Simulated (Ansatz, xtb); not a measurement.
# Ranking isomers of C5H6BrNSi

10 gas-phase structures of C5H6BrNSi, from a drawn sample of its isomers (lower ones may exist). Each was relaxed with GFN2-xTB:

A. `[SiH3]c1cccc(Br)n1`, a singlet
B. `[SiH3]c1ccncc1Br`, a singlet
C. `[SiH3]c1cc(Br)ccn1`, a singlet
D. `[SiH3]c1cccnc1Br`, a singlet
E. `[SiH3]c1cncc(Br)c1`, a singlet
F. `[SiH3]c1ccnc(Br)c1`, a singlet
G. `[SiH3]c1ccc(Br)nc1`, a singlet
H. `[SiH3]c1ccc(Br)cn1`, a singlet
I. `[SiH3]c1cnccc1Br`, a singlet
J. `[SiH3]c1ncccc1Br`, a singlet

Estimate their order in r2SCAN-D4/def2-SVP energy at these geometries, lowest first.

Calculated order at r2SCAN-D4/def2-SVP: D (0.0), G (1.2), I (1.8), F (1.9), A (2.5), B (2.7), E (3.6), C (4.3), H (4.6), J (4.7) kcal/mol. Less than 1 kcal/mol parts G and I; I and F; F and A; A and B; B and E; E and C; C and H; H and J, so the order within those pairs means little.

Energies above the lowest of each column, in kcal/mol; the last columns are at PBE0-D3(BJ)/def2-SVP geometries and were run for some of them only (a dash: not run or not comparable):

```csv
structure,GFN2-xTB,HF/STO-3G,r2SCAN-D4/def2-SVP,PBE0-D3(BJ)/def2-SVP,CCSD(T)/def2-SVP + ΔMP2/def2-TZVPP
D,0.0,0.4,0.0,0.0,0.0
G,1.9,0.0,1.2,1.5,1.1
I,1.3,1.4,1.8,1.5,0.5
F,2.1,0.3,1.9,2.2,1.7
A,2.3,0.5,2.5,2.9,2.6
B,1.9,2.0,2.7,2.5,1.6
E,3.2,1.5,3.6,–,–
C,3.8,1.7,4.3,–,–
H,4.2,2.0,4.6,–,–
J,2.2,2.4,4.7,–,–
```

CCSD(T)/def2-SVP + ΔMP2/def2-TZVPP puts D lowest of those it was run on, with I within 1 kcal/mol; HF/STO-3G picks G. CCSD(T)/def2-SVP + ΔMP2/def2-TZVPP orders those it was run on as D (0.0), I (0.5), G (1.1), B (1.6), F (1.7), A (2.6) kcal/mol. Less than 1 kcal/mol parts D and I; I and G; G and B; B and F; F and A, so the order within those pairs means little. Frequencies (GFN2-xTB) were run for A, B, D, F, G, I alone. ΔMP2 is the change of the MP2 energy from the smaller to the larger basis.

Over these structures GFN2-xTB departs from r2SCAN-D4/def2-SVP by 0.5 kcal/mol on average once a common shift is removed. A GFN2-xTB relaxation took about 0.33 s and the r2SCAN-D4/def2-SVP energy about 11 s on a shared host (Ansatz 0.2.0, xtb 6.7.1).
